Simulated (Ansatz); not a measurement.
`N[SiH2]C[TeH]`. The species carries charge 0 and has multiplicity 1. Te takes the def2 core potential. Geometry: relaxed with PBE0-D4/def2-TZVP. It is one conformer, not always the lowest.

```xyz
11

N    -0.103   -1.328    1.549
Si   -0.460   -0.035    0.479
C     0.593    0.068   -1.068
Te    0.013    1.765   -2.251
H     0.705   -1.312    2.148
H    -0.410   -2.268    1.362
H    -0.258    1.233    1.231
H    -1.872   -0.182    0.046
H     1.660    0.134   -0.859
H     0.416   -0.799   -1.710
H    -0.283    2.723   -0.928
```

(1) What is the dipole moment at B3LYP/def2-TZVPP? (An estimate is asked.)

(2) And with PBE, r2SCAN, ωB97M-V? (An estimate is asked.)

(3) Give the Mulliken charges with B3LYP, PBE, ωB97M-V in def2-TZVPP. (Estimate.)

Answers

(1) Ansatz gave: 2.33 D, with components (1.13, -1.92, 0.68) D in this frame, pointing from negative to positive charge.

(2) The calculation gave: PBE 2.38 D, r2SCAN 2.45 D, ωB97M-V 2.29 D.

(3) Ansatz gave: 
```
atom  B3LYP    PBE  ωB97M-V
  N1  -0.41  -0.39    -0.37
 Si2   0.37   0.26     0.30
  C3  -0.37  -0.33    -0.45
 Te4   0.07   0.03     0.06
  H5   0.14   0.15     0.11
  H6   0.14   0.15     0.11
  H7  -0.08  -0.06    -0.03
  H8  -0.06  -0.05    -0.02
  H9   0.13   0.13     0.16
 H10   0.12   0.13     0.15
 H11  -0.04  -0.02    -0.01
```

B3LYP here is the variant with VWN-RPA as its local correlation; programs differ in this.
